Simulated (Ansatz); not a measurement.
In₅O₁₂H₉⁻. Total charge -1; doublet. Geometry PBE-D4/def2-SVP, that of the neutral singlet.

Cartesian coordinates in Å:
```
In 1.648 0.364 0.167
In -1.049 -0.773 -1.634
In -0.520 -1.916 1.864
In -0.656 2.624 -0.270
In 2.460 -1.747 -2.540
O -2.893 -0.627 -0.797
O 0.045 -1.401 -3.282
O 0.896 -0.197 2.115
O 1.436 -1.776 -0.402
O 0.862 -2.881 3.008
O -2.501 -1.689 1.822
O 1.215 2.409 0.879
O 0.012 -2.143 -0.267
O -0.880 4.493 -1.004
O 3.329 0.072 -1.038
O 0.123 0.916 -1.229
O -2.291 1.669 0.539
H -2.830 0.269 -0.335
H -0.285 -2.247 -3.646
H 1.529 -0.790 2.588
H 1.288 -3.557 2.443
H -2.721 -1.380 0.897
H 1.026 2.281 1.833
H 0.005 4.862 -1.194
H 3.736 0.893 -1.378
H -2.986 2.274 0.861
```

In the def2 sets In takes a core potential; there is no spin–orbit coupling. Single mean-field runs in def2-TZVP are fitted with def2-universal-jkfit. The structure holds one bond between oxygen atoms, so isomers without such links may lie far lower.

Problem. Estimate the α-spin orbital energies around the gap (eV) in Ansatz with PBE-D4/def2-TZVP, B97M-V/def2-TZVP, PBE0-D4/def2-TZVP.

Solution. 
| orbital | PBE-D4/def2-TZVP | B97M-V/def2-TZVP | PBE0-D4/def2-TZVP |
| --- | --- | --- | --- |
| HOMO−5 | -3.30 | -3.69 | -4.85 |
| HOMO−4 | -3.07 | -3.47 | -4.70 |
| HOMO−3 | -3.00 | -3.45 | -4.57 |
| HOMO−2 | -2.59 | -3.06 | -4.20 |
| HOMO−1 | -2.56 | -2.79 | -3.66 |
| HOMO | 0.00 | -0.07 | -0.21 |
| LUMO | 0.39 | 0.35 | 1.03 |
| LUMO+1 | 0.81 | 0.81 | 1.49 |
| LUMO+2 | 1.17 | 1.13 | 1.81 |
| LUMO+3 | 1.30 | 1.32 | 2.05 |
| LUMO+4 | 1.94 | 1.96 | 2.62 |
| LUMO+5 | 2.02 | 1.98 | 2.66 |
| β HOMO | -2.52 | -2.75 | -3.60 |
| β LUMO | 0.14 | 0.15 | 0.96 |
